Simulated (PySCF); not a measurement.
A structure optimised at PBE0-D3(BJ)/def2-SVP, used in a PySCF frequency run:

```xyz
9

F     -2.4166    -1.0249    -0.9259
C     -2.3214     0.0574    -0.1650
C     -1.1619     0.4944     0.3243
Si     0.4687    -0.3086     0.0059
F      0.9266    -1.1623     1.3040
Cl     1.8685     1.1756    -0.2482
H     -3.2984     0.5255    -0.0010
H     -1.2075     1.3968     0.9413
H      0.4889    -1.2129    -1.1621
```

Problem. Write its SMILES and formula.

Solution. F/C=C\[Si@H](F)Cl, C2H3ClF2Si

Problem. What are its rotational constants (standard atomic weights)?

Solution. 4.0258, 1.2216, 1.0546 GHz
